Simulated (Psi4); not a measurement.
C4H9NO (SMILES CC(=O)N(C)C), singlet, geometry from GFN2-xTB; SVWN/6-31G (Psi4).

Input for Psi4:
```
memory 2 GB

molecule {
0 1
  C    -1.67732196   -0.50074772   -0.65125544
  N    -0.57422778   -0.00792134    0.14175086
  C    -0.86869143    0.33280828    1.51208061
  C     0.67424499   -0.00386145   -0.38905005
  C     1.78455202    0.44966916    0.53412904
  O     0.88585823   -0.33651426   -1.53961564
  H    -2.44944444    0.26546260   -0.74932265
  H    -1.29193779   -0.75297076   -1.63723256
  H    -2.11223673   -1.39244003   -0.19336541
  H    -0.34513720    1.23939610    1.81400081
  H    -0.59346284   -0.47578459    2.19769932
  H    -1.93881019    0.51078421    1.60496050
  H     2.72960926    0.32720761    0.01256754
  H     1.66052237    1.49927813    0.79283406
  H     1.79692460   -0.14057928    1.44710246
}

set basis 6-31g
set df_basis_scf cc-pvtz-jkfit

energy('svwn')
print_variables()
```

What does Psi4 print? Leave out banner, timings and long lists.


```
   => Loading Basis Set <=

    Name: 6-31G
    Role: ORBITAL
    Keyword: BASIS

         ---------------------------------------------------------
                                   SCF
               by Justin Turney, Rob Parrish, Andy Simmonett
                          and Daniel G. A. Smith
                              RKS Reference
         ---------------------------------------------------------

  ==> Geometry <==

    Molecular point group: c1
    Full point group: C1

    Geometry (in Angstrom), charge = 0, multiplicity = 1:

       Center              X                  Y                   Z               Mass
    ------------   -----------------  -----------------  -----------------  -----------------
         C           -1.706239409527    -0.488456087658    -0.591077584505    12.000000000000
         N           -0.603145229527     0.004370292342     0.201928715495    14.003074004430
         C           -0.897608879527     0.345099912342     1.572258465495    12.000000000000
         C            0.645327540473     0.008430182342    -0.328872194505    12.000000000000
         C            1.755634570473     0.461960792342     0.594306895495    12.000000000000
         O            0.856940780473    -0.324222627658    -1.479437784505    15.994914619570
         H           -2.478361889527     0.277754232342    -0.689144794505     1.007825032230
         H           -1.320855239527    -0.740679127658    -1.577054704505     1.007825032230
         H           -2.141154179527    -1.380148397658    -0.133187554505     1.007825032230
         H           -0.374054649527     1.251687732342     1.874178665495     1.007825032230
         H           -0.622380289527    -0.463492957658     2.257877175495     1.007825032230
         H           -1.967727639527     0.523075842342     1.665138355495     1.007825032230
         H            2.700691810473     0.339499242342     0.072745395495     1.007825032230
         H            1.631604920473     1.511569762342     0.853011915495     1.007825032230
         H            1.768007150473    -0.128287647658     1.507280315495     1.007825032230

  Running in c1 symmetry.

  Rotational constants: A =      0.16348  B =      0.11759  C =      0.07116 [cm^-1]
  Rotational constants: A =   4900.95981  B =   3525.23182  C =   2133.41101 [MHz]
  Nuclear repulsion =  252.485989957888677

  Charge       = 0
  Multiplicity = 1
  Electrons    = 48
  Nalpha       = 24
  Nbeta        = 24

  ==> Algorithm <==

  SCF Algorithm Type is DF.
  DIIS enabled.
  MOM disabled.
  Fractional occupation disabled.
  Guess Type is SAD.
  Energy threshold   = 1.00e-06
  Density threshold  = 1.00e-06
  Integral threshold = 1.00e-12

  ==> Primary Basis <==

  Basis Set: 6-31G
    Blend: 6-31G
    Number of shells: 48
    Number of basis functions: 72
    Number of Cartesian functions: 72
    Spherical Harmonics?: false
    Max angular momentum: 1

  ==> DFT Potential <==

   => LibXC <=

    Version 7.1.2
    S. Lehtola, C. Steigemann, M. J. T. Oliveira, and M. A. L. Marques,  SoftwareX 7, 1–5 (2018) (10.1016/j.softx.2017.11.002)

   => Composite Functional: SVWN <=

    Slater exchange
    Vosko, Wilk & Nusair (VWN5_RPA)
    P. A. M. Dirac,  Math. Proc. Cambridge Philos. Soc. 26, 376 (1930) (10.1017/S0305004100016108)
    F. Bloch,  Z. Phys. 57, 545 (1929) (10.1007/BF01340281)
    S. H. Vosko, L. Wilk, and M. Nusair,  Can. J. Phys. 58, 1200 (1980) (10.1139/p80-159)

    Deriv               =              1
    GGA                 =          FALSE
    Meta                =          FALSE

    Exchange Hybrid     =          FALSE
    MP2 Hybrid          =          FALSE

   => Exchange Functionals <=

    1.0000         XC_LDA_X

   => Correlation Functionals <=

    1.0000   XC_LDA_C_VWN_RPA

   => LibXC Density Thresholds  <==

    XC_LDA_C_VWN_RPA:  1.00E-15
    XC_LDA_X:  1.00E-15

   => Molecular Quadrature <=

    Radial Scheme          =       TREUTLER
    Pruning Scheme         =           NONE
    Nuclear Scheme         =       TREUTLER

    Blocking Scheme        =         OCTREE
    BS radius alpha        =              1
    Pruning alpha          =              1
    Radial Points          =             75
    Spherical Points       =            302
    Total Points           =         316326
    Total Blocks           =           2402
    Max Points             =            256
    Max Functions          =             70
    Weights Tolerance      =       1.00E-15

   => Loading Basis Set <=

    Name: CC-PVTZ-JKFIT
    Role: JKFIT
    Keyword: DF_BASIS_SCF

  ==> Integral Setup <==

  SCF_SUBTYPE=INCORE selected. In-core MEM_DF algorithm will be used.
  Using in-core AOs.

  ==> MemDFJK: Density-Fitted J/K Matrices <==

    J tasked:                   Yes
    K tasked:                    No
    wK tasked:                   No
    Algorithm:                 Core
    Schwarz Cutoff:           1E-12
    Mask sparsity (%):       1.0417
    Fitting Condition:        1E-10

   => Auxiliary Basis Set <=

  Basis Set: CC-PVTZ-JKFIT
    Blend: CC-PVTZ-JKFIT
    Number of shells: 240
    Number of basis functions: 891
    Number of Cartesian functions: 891
    Spherical Harmonics?: false
    Max angular momentum: 4

  Minimum eigenvalue in the overlap matrix is 5.2041618044E-03.
  Reciprocal condition number of the overlap matrix is 9.8553443448E-04.
    Using symmetric orthogonalization.

  ==> Pre-Iterations <==

  SCF Guess: Superposition of Atomic Densities via on-the-fly atomic UHF (no occupation information).

   -------------------------
    Irrep   Nso     Nmo
   -------------------------
     A         72      72
   -------------------------
    Total      72      72
   -------------------------

  ==> Iterations <==

                           Total Energy        Delta E     RMS |[F,P]|

   @DF-RKS iter SAD:  -285.83041995798874   -2.85830e+02   0.00000e+00
   @DF-RKS iter   1:  -285.62907460960145    2.01345e-01   1.49560e-02 ADIIS/DIIS
   @DF-RKS iter   2:  -284.98486500378863    6.44210e-01   2.14054e-02 ADIIS/DIIS
   @DF-RKS iter   3:  -286.14746629683293   -1.16260e+00   5.28287e-03 ADIIS/DIIS
   @DF-RKS iter   4:  -286.19485968839240   -4.73934e-02   2.62769e-03 ADIIS/DIIS
   @DF-RKS iter   5:  -286.20795133342250   -1.30916e-02   1.03385e-03 ADIIS/DIIS
   @DF-RKS iter   6:  -286.21043254297348   -2.48121e-03   1.13238e-04 ADIIS/DIIS
   @DF-RKS iter   7:  -286.21046378894778   -3.12460e-05   2.98430e-05 DIIS
   @DF-RKS iter   8:  -286.21046590693851   -2.11799e-06   9.41113e-06 DIIS
   @DF-RKS iter   9:  -286.21046613527119   -2.28333e-07   1.34124e-06 DIIS
   @DF-RKS iter  10:  -286.21046613962761   -4.35642e-09   3.71089e-07 DIIS
  Energy and wave function converged.

  ==> Post-Iterations <==

   Electrons on quadrature grid:
      Ntotal   =   47.9998968628 ; deviation = -1.031e-04

    Orbital Energies [Eh]
    ---------------------

    Doubly Occupied:

       1A    -18.583970     2A    -13.913027     3A     -9.884497
       4A     -9.831648     5A     -9.813122     6A     -9.788454
       7A     -0.974152     8A     -0.876531     9A     -0.702152
      10A     -0.674694    11A     -0.633129    12A     -0.511321
      13A     -0.465821    14A     -0.457058    15A     -0.437561
      16A     -0.400092    17A     -0.384511    18A     -0.382091
      19A     -0.370143    20A     -0.361076    21A     -0.341322
      22A     -0.329325    23A     -0.214331    24A     -0.210611

    Virtual:

      25A     -0.015997    26A      0.032381    27A      0.062897
      28A      0.078676    29A      0.087105    30A      0.103224
      31A      0.119544    32A      0.123800    33A      0.130693
      34A      0.131704    35A      0.150692    36A      0.178412
      37A      0.211068    38A      0.275197    39A      0.329769
      40A      0.439549    41A      0.450542    42A      0.461280
      43A      0.489359    44A      0.514741    45A      0.516454
      46A      0.560687    47A      0.597249    48A      0.639500
      49A      0.643202    50A      0.689816    51A      0.706437
      52A      0.750333    53A      0.777301    54A      0.796027
      55A      0.851353    56A      0.856834    57A      0.869478
      58A      0.886708    59A      0.898302    60A      0.912288
      61A      0.914280    62A      0.921664    63A      0.979729
      64A      1.001376    65A      1.021536    66A      1.067247
      67A      1.124458    68A      1.278587    69A      1.353438
      70A      1.461928    71A      1.598992    72A      1.843659

    Final Occupation by Irrep:
              A
    DOCC [    24 ]
    NA   [    24 ]
    NB   [    24 ]

  @DF-RKS Final Energy:  -286.21046613962761

   => Energetics <=

    Nuclear Repulsion Energy =            252.4859899578886768
    One-Electron Energy =                -889.3519576524165586
    Two-Electron Energy =                 389.7003065855178647
    DFT Exchange-Correlation Energy =     -39.0448050306176313
    Empirical Dispersion Energy =           0.0000000000000000
    VV10 Nonlocal Energy =                  0.0000000000000000
    Total Energy =                       -286.2104661396276128

Computation Completed

Properties will be evaluated at   0.000000,   0.000000,   0.000000 [a0]

Properties computed using the SCF density matrix

 Multipole Moments:

 ------------------------------------------------------------------------------------
     Multipole            Electronic (a.u.)      Nuclear  (a.u.)        Total (a.u.)
 ------------------------------------------------------------------------------------

 L = 1.  Multiply by 2.5417464519 to convert [e a0] to [Debye]
 Dipole X            :          1.9198567           -2.6230106           -0.7031539
 Dipole Y            :         -0.8092974            1.1149356            0.3056382
 Dipole Z            :         -4.0673851            5.4585438            1.3911587
 Magnitude           :                                                    1.5884466

 ------------------------------------------------------------------------------------

  Variable Map:
  ----------------------------------------------------------------------------
  "CURRENT ENERGY"              =>    -286.210466139628
  "CURRENT REFERENCE ENERGY"    =>    -286.210466139628
  "DD SOLVATION ENERGY"         =>       0.000000000000
  "DFT FUNCTIONAL TOTAL ENERGY" =>    -286.210466139628
  "DFT TOTAL ENERGY"            =>    -286.210466139628
  "DFT VV10 ENERGY"             =>       0.000000000000
  "DFT XC ENERGY"               =>     -39.044805030618
  "GRID ELECTRONS ALPHA"        =>      23.999948431380
  "GRID ELECTRONS BETA"         =>      23.999948431380
  "GRID ELECTRONS TOTAL"        =>      47.999896862760
  "NUCLEAR REPULSION ENERGY"    =>     252.485989957889
  "ONE-ELECTRON ENERGY"         =>    -889.351957652417
  "PCM POLARIZATION ENERGY"     =>       0.000000000000
  "PE ENERGY"                   =>       0.000000000000
  "SCF ITERATION ENERGY"        =>    -286.210466139628
  "SCF ITERATIONS"              =>      10.000000000000
  "SCF TOTAL ENERGY"            =>    -286.210466139628
  "TWO-ELECTRON ENERGY"         =>     389.700306585518
  "XC GRID RADIAL POINTS"       =>      75.000000000000
  "XC GRID SPHERICAL POINTS"    =>     302.000000000000
  "XC GRID TOTAL POINTS"        =>  316326.000000000000

  Array Variable Map:
  ----------------------------------------------------------------------------
  "CURRENT DIPOLE"              =>      -0.703153887470 ... 1.391158701511 1 by 3
  "SCF DIPOLE"                  =>      -0.703153887470 ... 1.391158701511 1 by 3
  "SCF TOTAL ENERGIES"          =>    -285.830419957989 ... -286.210466139628 1 by 11
```
